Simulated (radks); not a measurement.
Results of a calculation; reference values are marked as such.
These are the eigenvalues of the occupied orbitals of an atom or ion with whole-number occupations (eV). Level of theory: scalar-relativistic Kohn-Sham, r2SCAN, spin-polarised, spherical densities, finite nucleus; meta-GGA in the generalised Kohn-Sham scheme; Fermi nuclear charge, rms radius of each element as measured or else 0.836 A^(1/3) + 0.57 fm (a radial shooting solver on a logarithmic mesh with Libxc functionals).

1s up: -4416.719
1s down: -4400.029
2s up: -781.5205
2s down: -754.4164
2p up: -715.8782
3p up: -258.7004

Which element is it, and in what charge state? The configuration may be excited. Open shells, if any, are filled with parallel spins first.

Answer. Z = 20, calcium, charge +11: Ca11+ in [He] 2s2 2p3 3p2. The list shows which subshells hold electrons but not how many an open one holds; the 1s level, -162.31 hartree, gives Z - s = 18.0 by -(Z - s)^2/2, which with screening and relativity narrows Z to a few neighbours, and the depths of the outer levels then fix element, charge and occupations together.
